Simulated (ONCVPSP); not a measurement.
**Which change was made? (V, ONCV)**

```json
{"Element": "V (Z = 23)", "Generator": "ONCVPSP 4.0.1", "Type": "optimised norm-conserving Vanderbilt (ONCV)", "Functional": "PW91", "Relativity": "scalar-relativistic", "Frozen core": "[Ne]", "Valence charge": "13", "Reference configuration": "3s2 3p6 3d3 (charge +2)", "Partial waves": "3s: rc 1.00 bohr, ncon 4, nbas 8, qcut 6.9 1/bohr, 2 projectors, debl 0.5 Ha; 3p: rc 1.55 bohr, ncon 4, nbas 9, qcut 8.9 1/bohr, 2 projectors, debl 1.7 Ha; 3d: rc 2.20 bohr, ncon 4, nbas 7, qcut 5.8 1/bohr, 2 projectors, debl 2.8 Ha", "Local potential": "polynomial inside 0.95 bohr (lpopt 5, dvloc0 3 Ha)", "Core correction": "Teter function, fcfact 2.75, rcfact 1.55"}
```

In the s channel the program set the typed energies aside and used -3.190, 0.250 Ha. In the p channel the program set the typed energies aside and used -2.229, 0.250 Ha.

Cutoffs, loose and tight: the cutoffs (Ha) at which the residual kinetic energy of the hardest occupied pseudo-wave falls to 1 and 0.1 mHa per electron. They do not see the model core or the augmentation charge, which bear on the density cutoff. Test errors are all-electron minus pseudo excitation energies from the reference, over the configurations 3s2 3p6 3d3 4s2; 3s2 3p6 3d3 4s1; 3s2 3p6 3d2; 3s2 3p6 3d2 4s2; variants that change the core or the reference have their own tests.

The base gives: outcome: generated, projector energies reset by the program; cutoff, loose: 147 Ha; cutoff, tight: 180 Ha; bound ghosts: none; GHOST(+) flags above zero: s; largest test error (meV): +337.

After one change the result is: outcome: generated, projector energies reset by the program; cutoff, loose: 147 Ha; cutoff, tight: 180 Ha; bound ghosts: none; GHOST(+) flags above zero: s; largest test error (meV): +190. Which change was it?
A. d: rc 3.04
B. d: rc 1.54
C. d: rc 2.74
D. d: rc 1.78

D. The others give: d: rc 1.54 → outcome: generated, projector energies reset by the program; cutoff, loose: 147 Ha; cutoff, tight: 180 Ha; bound ghosts: none; GHOST(+) flags above zero: s; largest test error (meV): +109 | d: rc 3.04 → outcome: generated, projector energies reset by the program; cutoff, loose: 147 Ha; cutoff, tight: 180 Ha; bound ghosts: none; GHOST(+) flags above zero: s; largest test error (meV): +784 | d: rc 2.74 → outcome: generated, projector energies reset by the program; cutoff, loose: 147 Ha; cutoff, tight: 180 Ha; bound ghosts: none; GHOST(+) flags above zero: s; largest test error (meV): +612.
